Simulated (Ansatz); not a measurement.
Calculated with Ansatz (gas phase, PBE0-D4/def2-TZVP geometries, no zero-point term in ΔE). CCSD(T)/CBS is the MP2 limit (def2-TZVPP, def2-QZVPP) plus CCSD(T) − MP2 in def2-TZVPP, frozen cores. DFT in def2-TZVPP. One conformer a species, not always the lowest.

`[AlH2]/[N]=C\[SiH3]` + `BNC=C` → `BN([SiH3])C=C` + `C=[N][AlH2]`  (ligand exchange at the Si–C bond)

`[AlH2]/[N]=C\[SiH3]`:

Cartesian coordinates in Å:
```
Al 0.951 0.474 -2.217
N 0.513 0.591 -0.526
C 0.168 0.617 0.674
Si -0.891 -0.745 1.478
H -0.036 1.133 -3.258
H 2.303 -0.268 -2.556
H 0.480 1.462 1.318
H -0.142 -1.348 2.614
H -2.141 -0.145 2.018
H -1.204 -1.771 0.455
```

`BNC=C`:

```xyz
10

B     0.177    1.257   -1.367
N     0.181    0.060   -0.650
C    -0.183   -0.104    0.682
C    -0.170   -1.256    1.343
H    -0.167    2.257   -0.809
H     0.518    1.238   -2.511
H     0.468   -0.794   -1.105
H    -0.490    0.820    1.161
H     0.135   -2.184    0.874
H    -0.470   -1.294    2.381
```

`BN([SiH3])C=C`:

```xyz
13

B    -0.267   -1.809    0.655
N    -0.082   -0.500    0.171
Si   -0.932    0.064   -1.269
C     0.790    0.379    0.833
C     1.052    1.633    0.482
H     0.330   -2.151    1.635
H    -1.011   -2.547    0.081
H    -1.774    1.239   -0.927
H    -1.769   -1.054   -1.753
H     0.050    0.470   -2.306
H     1.264   -0.060    1.706
H     0.604    2.115   -0.379
H     1.744    2.222    1.070
```

`C=[N][AlH2]`:

Cartesian coordinates in Å:
```
C -1.010 0.682 -0.867
N -0.171 0.117 -0.147
Al 1.009 -0.681 0.866
H -0.790 1.611 -1.416
H -2.031 0.292 -1.005
H 1.933 -1.765 0.183
H 1.060 -0.257 2.387
```

**Question.** Is it downhill or uphill in electronic energy at CCSD(T)/CBS, and by how much? (Estimate.)

**Answer.** Ansatz gave: Downhill: ΔE = -44.8 kJ/mol.

**Question.** What do these levels give: PBE-D4, r2SCAN0-D4, ωB97X-V, CCSD(T)/def2-SVP, CCSD(T)/def2-TZVPP, MP2/def2-QZVPP? (An estimate is asked.)

**Answer.** The calculation gave: PBE-D4 -28.6, r2SCAN0-D4 -40.1, ωB97X-V -41.8, CCSD(T)/def2-SVP -37.3, CCSD(T)/def2-TZVPP -45.3, MP2/def2-QZVPP -50.2 kJ/mol.

Largest T1 diagnostic among the species: 0.015.

The D4 term adds −6.7 kJ/mol with B3LYP and −3.5 kJ/mol with PBE0; it sums over pairs of atoms, weighted by their polarisabilities, and B3LYP, whose exchange is more repulsive, gets the larger term. Leaving LDA and LC-ωPBE aside and taking each functional with its dispersion term where it has one, the values, not all of them listed here, spread over 16.0 kJ/mol, from BHLYP-D4 to PBE-D4. LDA lies −7.0 kJ/mol from PBE without D4. From r2SCAN to r2SCAN0 (25 % exact exchange), in def2-TZVPP and without D4, ΔE moves by −4.1 kJ/mol.

B3LYP here is the variant with VWN-RPA as its local correlation; programs differ in this.
